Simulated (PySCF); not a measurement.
C₂H₅FO₂Si, SMILES O=CC[Si@H](O)F. Coordinates come from a PBE-D3(BJ)/def2-SVP optimisation. The structure was generated by enumeration; whether it is a known compound was not checked. The values are those of a single conformer.

**Question.** Give the equilibrium geometry at PBE-D3(BJ)/def2-SVP (PySCF confirms it by a frequency run) as bond lengths and angles. (An estimate is asked for; the answer gives what the named calculation found.)

**Answer.** This is not unique; one that fits is 
Atoms: O1 C2 C3 Si4 O5 F6 H7 H8 H9 H10 H11. Bonds (Å): O1–C2 1.226, C2–C3 1.502, C2–H7 1.128, C3–Si4 1.908, C3–H8 1.107, C3–H9 1.114, Si4–O5 1.654, Si4–F6 1.639, Si4–H10 1.491, O5–H11 0.989. Angles (°): O1–C2–C3 123.6, O1–C2–H7 119.7, C3–C2–H7 116.7, C2–C3–Si4 109.7, C2–C3–H8 112.3, C2–C3–H9 108.3, Si4–C3–H8 113.9, Si4–C3–H9 103.8, H8–C3–H9 108.4, C3–Si4–O5 106.7, C3–Si4–F6 107.1, C3–Si4–H10 113.4, O5–Si4–F6 112.1, O5–Si4–H10 110.5, F6–Si4–H10 107.1, Si4–O5–H11 109.3.
Charge 0, spin multiplicity 1.
